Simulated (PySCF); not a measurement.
# $^{19}$F chemical shifts

No relativistic terms, rapidly exchanging positions averaged, one computed conformer, isolated molecule. Shielding tensors at PBE0/pcSseg-1 (GIAO); geometry: GFN2-xTB; PySCF 2.14.

Shieldings were converted by a linear fit to measured shifts: $^{19}$F: δ = 146.13 − 0.903σ +14.6 on sp3 carbon (rms 6.0 ppm, 223 shifts, 7.0 ppm with the 5 outliers that the fit left out vs CFCl3, solution or neat liquid). Occasional misses reach two or three times the rms, and more in compound classes unlike the fitted ones.

Q: Give the $^{19}$F shifts of `CC(C)(CF)C(=O)F`, `FC(F)Oc1ccccn1`, `C/N=C/C(F)(F)F`.

A: 
| compound | environment | δ (ppm) |
| --- | --- | --- |
| [CH3:1][C:2]([CH3:3])([CH2:4][F:5])[C:6](=[O:7])[F:8] | F8: fluorine bonded to C | 21.1 |
| [CH3:1][C:2]([CH3:3])([CH2:4][F:5])[C:6](=[O:7])[F:8] | F5: fluorine on an sp3 carbon | -235.2 |
| FC(F)Oc1ccccn1 | fluorine of a CF2 group (×2) | -92.6 |
| C/N=C/C(F)(F)F | fluorine of a CF3 group (×3) | -72.2 |

Q: Order these by $^{19}$F shift, lowest first.
A. FC(F)Oc1ccccn1
B. CC1(C(=O)F)CC1
C. NCc1ccc(F)cc1
D. Cc1pcpcc1F
E. Cc1cpc(F)pc1

A: C (-115.7 ppm, aryl fluorine), A (-92.6 ppm, fluorine of a CF2 group), D (-78.9 ppm, aryl fluorine), E (-57.2 ppm, aryl fluorine), B (4.5 ppm, fluorine bonded to C).
